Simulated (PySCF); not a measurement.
# Spin states of BeS⁺

Unrestricted PBE0; Be jorge-DZP-DKH, S jorge-DZP-DKH; spin-free X2C with a Gaussian nucleus (PySCF 2.14). Outer shells of the fragments: Be+ 2s1; S 3s2 3p4.

Followed along the bond (rough minima from three points):

```tsv
2Ms+1	unpaired	⟨S²⟩ at the start	R at minimum (Å)	Te (eV)
2	π ↑	0.76	1.85	0.00
4	σ ↑, π ↑↑	3.75	none in the scan	≤ 1.44
2	σ ↓, π ↑↑	1.75	none in the scan	≤ 1.55
```

Solutions found at the starting distance of 2.045 Å, counted from the lowest of them; the search is not exhaustive and high or unbound solutions are not listed, so other states can lie among these:

```json
{"2Ms+1": "2", "unpaired": "π ↑", "term": "²Π", "E (eV)": "0.00", "⟨S²⟩": "0.76", "⟨Lz²⟩": "1.01", "μ (D)": "-8.19"}
{"2Ms+1": "4", "unpaired": "σ ↑, π ↑↑", "term": "⁴Σ⁻", "E (eV)": "1.26", "⟨S²⟩": "3.75", "⟨Lz²⟩": "0.00", "μ (D)": "-1.67"}
{"2Ms+1": "2", "unpaired": "σ ↓, π ↑↑", "term": "mixed", "E (eV)": "1.36", "⟨S²⟩": "1.75", "⟨Lz²⟩": "0.00", "μ (D)": "-1.58"}
{"2Ms+1": "2", "unpaired": "σ ↑, π ↑↓", "term": "mixed", "E (eV)": "1.76", "⟨S²⟩": "1.76", "⟨Lz²⟩": "2.02", "μ (D)": "-1.61"}
{"2Ms+1": "4", "unpaired": "σ ↑↑, π ↑", "term": "⁴Π", "E (eV)": "3.14", "⟨S²⟩": "3.75", "⟨Lz²⟩": "1.01", "μ (D)": "-1.81"}
{"2Ms+1": "2", "unpaired": "σ ↑", "term": "mixed", "E (eV)": "3.19", "⟨S²⟩": "0.75", "⟨Lz²⟩": "2.00", "μ (D)": "-1.53"}
```

A term symbol is given only where ⟨S²⟩ and ⟨Lz²⟩ are close to those of a pure state; real π, δ and φ orbitals otherwise mix terms. A positive dipole points towards S; it is taken about the centre of mass and depends on that origin.

Counting both spins, an empty level lies below a filled one in some of these solutions, because spin and occupation are held.
